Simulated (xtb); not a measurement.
disilicic acid (H$_{6}$O$_{7}$Si$_{2}$), singlet, geometry from GFN2-xTB. Base run: GFN2-xTB (xtb 6.7.1).

The xtb input:
```
$ xtb mol.xyz --gfn 2 --json

# file mol.xyz
15

O      2.79480622     0.38354433     0.45298601
Si     1.39657057    -0.42578146     0.36005253
O      1.40826964    -1.47604778    -0.86558218
O      1.17840500    -1.21446863     1.75406439
O      0.20610636     0.67775399     0.12016386
Si    -1.33571732     0.52713486    -0.32668733
O     -1.77408327     1.90023071    -1.07930675
O     -1.43148514    -0.79897765    -1.27015769
O     -2.37053550     0.29451132     0.89627042
H      3.12550669     0.82125491    -0.32565780
H      0.54854301    -1.73427827    -1.19805730
H      1.34739105    -0.75841879     2.57348028
H     -1.17309060     2.29927317    -1.70145853
H     -2.29689945    -1.17392058    -1.41271921
H     -2.49526227     0.99477171     1.52979510
```

Variants of this job, named by their change:

```tsv
change	ΔE vs base (mEh)	HOMO-LUMO gap (eV)	dipole (D)	SCF cycles
base	0.000	9.77	2.54	11
etemp = 10000	-1.810	9.79	2.52	12
file = coord	0.000	9.77	2.54	11
etemp = 5000	-0.002	9.77	2.54	11
acc = 30	0.000	9.77	2.54	10
gbsa = methanol	-32.799	9.82	2.83	13
```

ALPB and GBSA are two models with their own fitted parameters for each solvent, which aren't always the measured dielectric constant.
